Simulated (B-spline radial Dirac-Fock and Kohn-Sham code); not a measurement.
**Dipole and non-dipole photoemission parameters of Yb 3s**

System: neutral ytterbium in the configuration [Xe] 4f14 6s2; threshold 2398.0 eV (tabulated edge). The computed values come from a radial B-spline solver: Dirac-Hartree-Slater photoionisation with a Latter tail; cross sections with all multipoles, angular parameters from the dipole term and its interference with E2.

For linearly polarised light dσ/dΩ = σ/(4π) [1 + β P₂(cos θ) + (δ + γ cos²θ) sin θ cos φ], with θ from the polarisation vector and φ the angle between the beam and the projection of the electron momentum on the plane normal to the polarisation.

| hν (eV) | σ (kb) | β | γ |
| --- | --- | --- | --- |
| 2984.4 | 25.7 | 1.938 | 0.866 |
| 3050 | 24.9 | 1.939 | 0.821 |
| 3350 | 21.7 | 1.943 | 0.650 |
| 3770 | 18.2 | 1.948 | 0.467 |
| 4280 | 14.8 | 1.951 | 0.300 |
| 4420 | 14.1 | 1.952 | 0.261 |
| 8047.8 | 4.92 | 1.962 | -0.148 |
| 8250 | 4.70 | 1.963 | -0.152 |
| 9251.7 | ? | ? | ? |
| 9910 | 3.30 | 1.964 | -0.144 |
| 13600 | 1.76 | 1.966 | 0.009 |
| 15000 | 1.45 | 1.966 | 0.093 |

Q: Give the values at Ga Kα (9251.7 eV).

A: σ = 3.77 kb, β = 1.964, γ = -0.155. For an s subshell δ is negligible.
